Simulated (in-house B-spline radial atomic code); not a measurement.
Successive ionisation energies of nitrogen; each step leads to the configuration of the next row (after the last: bare). Dirac energy differences include first-order Breit, QED and recoil terms. NIST's values go from ground level to ground level; the uncertainty of those that are theory runs from under 0.1 % in few-electron ions to several per cent in heavy many-electron ones. Computed with a B-spline radial code for spherical atoms: Dirac-Hartree-Fock, average of the configuration, finite nuclei.

```tsv
ion	configuration	ionisation energy (eV)	tabulated value (eV)	tabulated kind	computed minus tabulated (eV)	highest orbital	largest mean radius (bohr)
N	[He] 2s2 2p3	12.2	14.53413	measured	-2.3	2p3/2	1.4471
N+	[He] 2s2 2p2	28.1	29.60125	semi-empirical	-1.5	2p3/2	1.2562
N2+	[He] 2s2 2p1	47.2	47.4453	semi-empirical	-0.3	2p3/2	1.178
N3+	[He] 2s2	75.0	77.4735	measured	-2.5	2s1/2	1.1112
N4+	[He] 2s1	97.8	97.8901	measured	-0.1	2s1/2	1.0517
N5+	1s2	550.8	552.0674	tabulated theory	-1.3	1s1/2	0.22629
N6+	1s1	667.0	667.0461	tabulated theory	0.0	1s1/2	0.2141
```

Where is the largest jump?

From N4+ to N5+, by a factor of 5.63 (97.759 to 550.82 eV); the highest orbital goes from 2s1/2 to 1s1/2.

Where a p, d or f electron is removed, the computed value is a mean over both j, so it misses the tabulated one by a part of the spin-orbit splitting; averaging over terms and missing correlation add to the gap, relatively most at low charge.
